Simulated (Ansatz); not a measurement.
Two members of one family (Series SiH3X), computed with Ansatz in the gas phase. The two geometries come from different levels. Binding counts from free atoms in the multiplicity of their measured ground term, without zero-point energy. The structures are stationary points that may keep the symmetry of their start.

First: SiH3(NHEt) (singlet, charge 0, PBE-D4/def2-SVP geometry).

```tsv
atom	x (Å)	y (Å)	z (Å)
Si1	-0.5208	1.7588	-0.6663
H2	-0.0704	3.1595	-0.3514
H3	-0.0667	1.4425	-2.0781
H4	-2.0254	1.6685	-0.6718
N5	0.0875	0.7324	0.6076
C6	-0.2373	-0.6816	0.7471
C7	0.6562	-1.6332	-0.0554
H8	1.0008	0.9802	0.9989
H9	-0.2051	-0.9637	1.8242
H10	-1.2981	-0.8199	0.4379
H11	0.6004	-1.4161	-1.1428
H12	0.3599	-2.6922	0.0987
H13	1.7190	-1.5352	0.2514
```

```tsv
level	HOMO (eV)	LUMO (eV)	gap (eV)	binding per atom (eV)
PBE-D4/def2-SVP	-5.24	0.10	5.34	3.71
PBE-D4/def2-TZVP	-5.43	-0.39	5.04	3.69
BLYP-D4/def2-TZVP	-5.32	-0.30	5.02	3.65
PBE0-D4/def2-SVP	-6.64	0.97	7.62	3.67
PBE0-D4/def2-TZVPD	-6.80	0.09	6.89	3.65
```

Second: Si(iPr)H3 (singlet, charge 0, PBE0-D4/def2-SVP geometry).

```xyz
14

Si   -1.0865   -1.2422    0.3434
C    -0.2104    0.3538   -0.1836
C     0.8059    0.0893   -1.2950
C     0.4273    1.0558    1.0152
H    -1.0070    1.0072   -0.5875
H     0.3412   -0.3727   -2.1804
H     1.6078   -0.5845   -0.9516
H     1.2861    1.0265   -1.6237
H     0.8984    2.0066    0.7133
H    -0.3089    1.2868    1.8028
H     1.2152    0.4323    1.4705
H    -1.7262   -1.9110   -0.8331
H    -2.1453   -0.9544    1.3629
H    -0.0977   -2.1935    0.9468
```

Estimate how these quantities change from the first to the second (second minus first).


```
             level  Δ HOMO (eV)  Δ LUMO (eV)  Δ gap (eV)  Δ binding per atom (eV)
   PBE-D4/def2-SVP        -1.59         0.20        1.79                     0.09
  PBE-D4/def2-TZVP        -1.44         0.26        1.69                     0.09
 BLYP-D4/def2-TZVP        -1.45         0.24        1.70                     0.08
  PBE0-D4/def2-SVP        -1.47         0.17        1.63                     0.11
PBE0-D4/def2-TZVPD        -1.30         0.11        1.41                     0.10
```
